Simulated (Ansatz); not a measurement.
`C=CC([SiH3])=S` + `[OH][In]([OH])[Cl]` → `[OH][In]([Cl])[O][SiH3]` + `C=CC=S`  (ligand exchange at the Si–C bond)

Computed with Ansatz on PBE0-D4/def2-TZVP structures; ΔE is electronic, products minus reactants. CCSD(T)/CBS is the MP2 limit (def2-TZVPP, def2-QZVPP) plus CCSD(T) − MP2 in def2-TZVPP, frozen cores. DFT in def2-TZVPP. B3LYP here is the variant with VWN-RPA as its local correlation; programs differ in this. def2 core potentials past Kr. For In outer-core shells are correlated without core-valence functions, which leaves a few kJ/mol of doubt a bond. One conformer a species, not always the lowest.

Problem. Is it downhill or uphill in electronic energy at CCSD(T)/CBS, and by how much? (Best estimate.)

Solution. Computed: Downhill: ΔE = -116.7 kJ/mol.

Problem. What do these levels give: PBE0-D4, B3LYP-D4, B3LYP, MP2/def2-QZVPP, HF/CBS(def2), CCSD/CBS(def2)? (An estimate is asked.)

Solution. The calculation gave: PBE0-D4 -107.1, B3LYP-D4 -114.5, B3LYP -120.8, MP2/def2-QZVPP -116.7, HF/CBS(def2) -152.1, CCSD/CBS(def2) -122.3 kJ/mol.

Largest T1 diagnostic among the species: 0.017.

The D4 term adds +6.2 kJ/mol with B3LYP and +3.1 kJ/mol with PBE0; it sums over pairs of atoms, weighted by their polarisabilities, and B3LYP, whose exchange is more repulsive, gets the larger term. From PBE to PBE0 (25 % exact exchange), in def2-TZVPP and without D4, ΔE moves by −9.3 kJ/mol. In def2-TZVPP, CCSD(T) changes the Hartree–Fock value by +31.5 kJ/mol (the triples alone add +5.5 kJ/mol) and MP2 by +32.8 kJ/mol.
